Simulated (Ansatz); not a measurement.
Consider the hydrogenolysis of a C–C bond: `Cc1ccc(C(C)(C)C)cc1` + H₂ → `Cc1ccccc1` + `CC(C)C`.

Isolated molecules relaxed with PBE0-D4/def2-TZVP in Ansatz; ΔE leaves out vibrations. CBS: MP2 limit from def2 TZ/QZ plus the TZ coupled-cluster correction, frozen cores. This one scheme is used for every species. Functionals use def2-TZVPP.

```csv
level,ΔE (kJ/mol)
PBE0-D4,-54.0
r2SCAN,-59.4
```

(1) What does CCSD(T)/CBS give? (An estimate is asked.)

Largest T1 diagnostic among the species: 0.010.

Results:

(1) The calculation gave: -47.7 kJ/mol. The listed levels differ from it by -6.3, -11.7 kJ/mol.

Leaving LDA and LC-ωPBE aside and taking each functional with its dispersion term where it has one, the values, not all of them listed here, spread over 26.4 kJ/mol, from B2PLYP to revPBE-D4. LDA lies +28.1 kJ/mol from PBE without D4. In def2-TZVPP, CCSD(T) changes the Hartree–Fock value by +53.1 kJ/mol (the triples alone add +10.2 kJ/mol) and MP2 by +66.4 kJ/mol.

CCSD(T)/CBS has its own doubt, a few kJ/mol and more with outer-core shells, so smaller differences from it don't rank the levels.
